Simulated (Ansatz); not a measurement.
`CC(C)(C)[CH2][AlH][Cl]` and `CC(C)(C)[O][Zn][F]` differ in one atom or group.

Ansatz, PBE0-D4/def2-TZVP geometries, multiplicity 1. Each molecule was computed in one conformer, which needn't be the lowest.

Scalar relativity is left out up to krypton.

```
                                          property  `CC(C)(C)[CH2][AlH][Cl]`
               HOMO–LUMO gap (PBE/def2-TZVPP) / eV                      4.63
  size of the dipole moment (B3LYP/def2-TZVPP) / D                      2.32
             LUMO energy (ωB97M-V/def2-TZVPP) / eV                      0.63
                 HOMO energy (PBE/def2-TZVPP) / eV                     -6.44
size of the dipole moment (ωB97M-V/def2-TZVPP) / D                      2.32
                 LUMO energy (PBE/def2-TZVPP) / eV                     -1.81
```

Q: Give the same properties after the change, and the shifts. (An estimate is asked.)

A: Ansatz gave: 
| property | `CC(C)(C)[O][Zn][F]` | shift |
| --- | --- | --- |
| HOMO–LUMO gap (PBE/def2-TZVPP) / eV | 4.12 | -0.51 |
| size of the dipole moment (B3LYP/def2-TZVPP) / D | 2.42 | 0.10 |
| LUMO energy (ωB97M-V/def2-TZVPP) / eV | 0.52 | -0.11 |
| HOMO energy (PBE/def2-TZVPP) / eV | -6.24 | 0.20 |
| size of the dipole moment (ωB97M-V/def2-TZVPP) / D | 2.32 | 0.00 |
| LUMO energy (PBE/def2-TZVPP) / eV | -2.12 | -0.31 |

With PBE0 the HOMO falls by 0.06 eV and the LUMO falls by 0.16 eV, so the gap narrows by about 0.10 eV. PBE moves the HOMO by 0.20 eV and ωB97M-V by -0.27 eV. Dipoles are sizes alone; their direction can turn.

B3LYP here is the variant with VWN-RPA as its local correlation; programs differ in this.
